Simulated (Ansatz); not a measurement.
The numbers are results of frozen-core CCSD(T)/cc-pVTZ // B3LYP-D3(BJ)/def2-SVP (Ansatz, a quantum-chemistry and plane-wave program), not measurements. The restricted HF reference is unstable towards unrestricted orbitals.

Ansatz 0.2 input:
```yaml
crystal:
  periodic: [false, false, false]
  atoms:
    - { symbol: Al, position_ang: [-0.007479, 0.006769, 0.02658] }
    - { symbol: F, position_ang: [-0.025304, -0.313486, 1.666214] }
    - { symbol: F, position_ang: [-1.358607, -0.537163, -0.804856] }
    - { symbol: F, position_ang: [0.677044, 1.479941, -0.390454] }
    - { symbol: C, position_ang: [3.257569, -2.910953, -1.811182] }
    - { symbol: C, position_ang: [3.61758, -1.632125, -1.378805] }
    - { symbol: C, position_ang: [2.631517, -0.799116, -0.860333] }
    - { symbol: N, position_ang: [1.353856, -1.205939, -0.756112] }
    - { symbol: C, position_ang: [0.991618, -2.426651, -1.189391] }
    - { symbol: C, position_ang: [1.922944, -3.313892, -1.718755] }
    - { symbol: H, position_ang: [4.010864, -3.58691, -2.222395] }
    - { symbol: H, position_ang: [4.646851, -1.27734, -1.447588] }
    - { symbol: H, position_ang: [2.831688, 0.220785, -0.524442] }
    - { symbol: H, position_ang: [-0.072037, -2.660984, -1.106908] }
    - { symbol: H, position_ang: [1.601619, -4.299536, -2.058246] }
basis:
  gaussian: { orbitals: cc-pVTZ }
correlation:
  method: ccsd_t
```

Output:

```
Functional definition: HF
2229 factors; integrals over basis functions are off by at most 9.5e-4 eV
mean field evaluation 1: about -21420.4370 eV, gradient 5.7e1 eV
mean field evaluation 2: about -21420.8953 eV, gradient 5.7e1 eV
mean field evaluation 4: about -21427.1247 eV, gradient 4.6e0 eV
mean field evaluation 8: about -21427.2083 eV, gradient 3.3e-1 eV
mean field evaluation 16: about -21420.4370 eV, gradient 5.7e1 eV
mean field -21427.20866899 eV, -787.4353947016 hartree, gradient 2.8e-6 eV, S^2 0.000000; 0 other end points of the search recorded, 0 dependent functions left out; unrestricted orbitals would lower it
14 core orbitals not correlated
reference -21427.20866899 eV, -787.4353947016 hartree; 27, 27 occupied and 333, 333 virtual orbitals, 2229 factors
second order -49.49316210 eV of doubles, -0.00000000 eV of singles
cycle   1  -48.51425422 eV  change    9.8e-1 eV  update   1.6e-1
cycle   2  -49.66104613 eV  change    -1.1e0 eV  update   4.8e-2
cycle   3  -49.92312161 eV  change   -2.6e-1 eV  update   2.3e-2
cycle   4  -49.89212183 eV  change    3.1e-2 eV  update   6.4e-3
cycle   5  -49.88746123 eV  change    4.7e-3 eV  update   3.7e-3
cycle   6  -49.89165177 eV  change   -4.2e-3 eV  update   1.3e-3
cycle   7  -49.89169816 eV  change   -4.6e-5 eV  update   5.7e-4
cycle   8  -49.89116244 eV  change    5.4e-4 eV  update   2.1e-4
cycle   9  -49.89117774 eV  change   -1.5e-5 eV  update   7.3e-5
cycle  10  -49.89132196 eV  change   -1.4e-4 eV  update   3.2e-5
cycle  11  -49.89122798 eV  change    9.4e-5 eV  update   1.3e-5
cycle  12  -49.89123017 eV  change   -2.2e-6 eV  update   4.1e-6
perturbative correction -2.11646919 eV, -0.0777788082 hartree
Total energy: -21479.21636835 eV, -789.3466424011 hartree
```

Cost: very roughly 5 core-hours.
